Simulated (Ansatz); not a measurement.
`[OH][Al]([OH])[Cl]` + HBr → `[OH][Al]([Cl])[Br]` + H₂O at 298.15 K and 1 bar (ligand exchange at the Al–O bond).

Calculated with Ansatz (gas phase, PBE0-D4/def2-TZVP geometries, no zero-point term in ΔE). CBS: MP2 limit from def2 TZ/QZ plus the TZ coupled-cluster correction, frozen cores. This one scheme is used for every species. For Br outer-core shells are correlated without core-valence functions, which leaves a few kJ/mol of doubt a bond. Scalar relativity is left out up to krypton. Each species was taken in one conformer, which may not be the lowest.

| species | CCSD(T)/CBS energy (Eh) | H − E (kJ/mol) | S (J/(mol·K)) |
| --- | --- | --- | --- |
| `[OH][Al]([OH])[Cl]` | -853.54131 | 94.5 | 313.0 |
| HBr | -2573.91920 | 24.6 | 198.6 |
| `[OH][Al]([Cl])[Br]` | -3351.09145 | 61.3 | 335.0 |
| H₂O | -76.37941 | 66.4 | 188.7 |

H − E and S are ideal-gas, rigid-rotor, harmonic terms from PBE0-D4/def2-TZVP, for one conformer and one mirror image of each species. 1 Eh = 2625.50 kJ/mol, R = 8.31446 J/(mol·K).

Task: By hand: ΔE, ΔH, ΔS and ΔG.

Result: ΔE = (-3351.09145) + (-76.37941) − (-853.54131) − (-2573.91920) = -0.01035 Eh = -27.2 kJ/mol. Δ(H − E) = 61.3 + 66.4 − 94.5 − 24.6 = 8.6, so ΔH = -18.6 kJ/mol. ΔS = 335.0 + 188.7 − 313.0 − 198.6 = 12.1 J/(mol·K). ΔG = -18.6 − 298.15 × (12.1)/1000 = -22.2 kJ/mol.

Task: By hand: the equilibrium constant, and the temperature at which ΔG would vanish if ΔH and ΔS stayed fixed.

Result: log₁₀ K = −ΔG/(RT ln 10) = 3.9. ΔH and −TΔS have one sign here, so there is no such temperature.

The number of gas molecules stays the same, so ΔS is small and ΔH decides. A doubt of 5 kJ/mol in ΔE shifts log₁₀ K by 0.9 here. Other conformers and mirror images would add mixing entropy, several J/(mol·K) or more a flexible species. These are equilibria of isolated gas molecules and say nothing of rates. Largest T1 diagnostic: 0.011 (customary marks: 0.02 for closed shells, 0.045 for open ones).

ΔS is within the doubt of such terms, so its sign, and with it that verdict, could turn.
